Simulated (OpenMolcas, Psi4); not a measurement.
# A ladder of methods for CH5BN2 (SMILES B1NCN1)

CH5BN2 has 9 atoms, charge 0, and is taken as a singlet. As SMILES, `B1NCN1`. The shape is that of a PBE0-D4/def2-TZVP optimisation.

```xyz
9

B    -0.5381    0.9038   -0.4242
N     0.7639    0.3501   -0.6309
C     0.4301   -0.7024    0.3220
N    -0.8915   -0.1162    0.5135
H    -1.1096    1.8519   -0.8646
H     1.6865    0.7220   -0.7615
H     0.4200   -1.7071   -0.1171
H     1.0469   -0.7041    1.2286
H    -1.7198   -0.6444    0.7170
```

Each level gives the energy change with the C3–H7 bond stretched from 1.097 to 1.974 Å (eV). The values are calculated.

| level | kind | program | value (eV) | CPU time (all runs) |
| --- | --- | --- | --- | --- |
| SVWN5/def2-SVPD (restricted) | LDA | OpenMolcas | 2.88 | 2.4 min |
| PBE/def2-SVPD (restricted) | GGA | OpenMolcas | 2.84 | 3.4 min |
| revPBE/def2-SVPD (restricted) | GGA | OpenMolcas | 2.81 | 3.4 min |
| TPSS/def2-SVPD (restricted) | meta-GGA | OpenMolcas | 2.93 | 4.7 min |
| r2SCAN/def2-SVPD (restricted) | meta-GGA | OpenMolcas | 3.02 | 4.8 min |
| B3LYP/def2-SVPD (restricted) | global hybrid | OpenMolcas | 3.05 | 3.2 min |
| MP2/def2-SVPD (restricted) | perturbation theory | Psi4 | 3.29 | 39 s |
| CCSD/def2-SVPD (restricted) | coupled cluster or CI | Psi4 | 3.11 | 2.1 min |

The first shape isn't each level's own minimum. The values span 2.81 to 3.29 eV. Times are those of the runs behind each value, whatever else they computed, on shared processors of several kinds: orders of magnitude only.
